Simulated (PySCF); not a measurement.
**Pr⁵⁶⁺: ionisation energy**

Pr⁵⁶⁺ [He] 2s1 (2S) → Pr⁵⁷⁺ 1s2 (1S), as a difference of total energies. Computed with PySCF 2.14 in an uncontracted even-tempered set (19 s from 32 bohr⁻², ratio 2.2; 8 p from 49 bohr⁻², ratio 2.4; 5 d from 150 bohr⁻², ratio 2.4; 5 f from 220 bohr⁻², ratio 2.4; 4 g from 330 bohr⁻², ratio 2.4), with scalar relativity by spin-free X2C-1e. Correlated levels: nothing frozen; virtual orbitals above 40 to 60 times the deepest correlated orbital energy dropped. The calculations carry no spin-orbit coupling.

```tsv
method	ionisation energy (eV)	difference from reference (eV)
UHF	11907.8	+11.9
LDA	11898.8	+2.9
PBE	11913.4	+17.5
PBE0	11912.1	+16.2
r2SCAN	11904.5	+8.6
BLYP	11913.6	+17.7
TPSS	11912.2	+16.3
MP2 (all electrons)	11908.0	+12.1
SCS-MP2 (all electrons)	11908.0	+12.1
```

Reference: 11895.89 ± 0.06 eV (theoretical estimate listed by NIST; NIST Atomic Spectra Database, ionization energies).

For this ion Breit and QED terms and the two-electron picture change, all absent here, outweigh the differences among the correlated methods.
